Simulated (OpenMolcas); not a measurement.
A calculation on Sb-.

* Program: OpenMolcas 26.06
* Method: CASSCF
* Basis: ANO-RCC-VQZP [8s7p5d3f2g]
* Scalar Hamiltonian: DKH2, point nucleus
* Active space: 4 electrons in 3 orbitals (5p)
* State averaging: 2S+1 = 3 even, 3 roots; 2S+1 = 1 even, 6 roots
* Spin-orbit coupling: state interaction with AMFI integrals over the reference wave functions, term energies averaged over their components

(1) Which level of the active space comes out lowest?

(2) How high does 5s2 5p4 3P1 lie?

(3) How high does 5s2 5p4 3P0 lie?

(4) The level at 0.0000 eV has J = 2. What is it made of, and what is its g factor?

Answers

(1) 5s2 5p4 3P2, with 97 % of that term.

(2) 0.3076 eV above the lowest level.

(3) 0.3732 eV above the lowest level.

(4) 97 % 5s2 5p4 3P2, 3 % 5s2 5p4 1D; g = 1.486, against 1.501 from Landé's formula for the pure leading term.

With the s shell closed, the reference lacks s² → p² mixing. No diffuse functions were added, so excited terms of the anion can stand markedly too high. Only configurations of the active space appear.
